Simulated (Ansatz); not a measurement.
C₂H₂BClO, singlet, at a GFN2-xTB geometry; CASSCF(4,4)/6-31G (Ansatz, a quantum-chemistry and plane-wave program).

The Ansatz input:
Ansatz 0.2 input:
```yaml
crystal:
  periodic: [false, false, false]
  atoms:
    - {symbol: B, position_ang: [-0.23530942, 0.05065598, -0.31879036]}
    - {symbol: C, position_ang: [0.95722815, 0.97668824, -0.09886950]}
    - {symbol: C, position_ang: [1.90081975, 1.69957025, 0.08675153]}
    - {symbol: H, position_ang: [2.72725879, 2.32812622, 0.25472632]}
    - {symbol: Cl, position_ang: [-0.53405600, -1.20634173, 0.83567157]}
    - {symbol: O, position_ang: [-1.08472265, 0.13147386, -1.34914136]}
    - {symbol: H, position_ang: [-0.94226590, 0.81706148, -2.00135251]}
basis:
  gaussian:
    orbitals: 6-31G
hamiltonian:
  xc: hf
magnetization: {spin_polarized: false}
correlation: {active_space: {window: {electrons: 4, orbitals: 4}}}
```

Question: What does Ansatz print? Leave out banner, timings and long lists.

Answer: 
```
Functional definition: HF
659 factors; integrals over basis functions are off by at most 2.1e-4 eV
mean field evaluation 1: about -17300.5714 eV, gradient 3.2e1 eV
mean field evaluation 2: about -17300.5838 eV, gradient 3.2e1 eV
mean field evaluation 4: about -17303.1771 eV, gradient 3.4e0 eV
mean field evaluation 8: about -17303.2108 eV, gradient 4.4e-4 eV
mean field -17303.21077941 eV, -635.8812676056 hartree, gradient 2.0e-6 eV, S^2 0.000000; 0 other end points of the search recorded, 0 dependent functions left out
reference -17303.21077941 eV, -635.8812676056 hartree; 22, 22 occupied and 31, 31 virtual orbitals, 659 factors
state -17305.18009697 eV, -635.9536386913 hartree
Total energy: -17305.18009697 eV, -635.9536386913 hartree
```
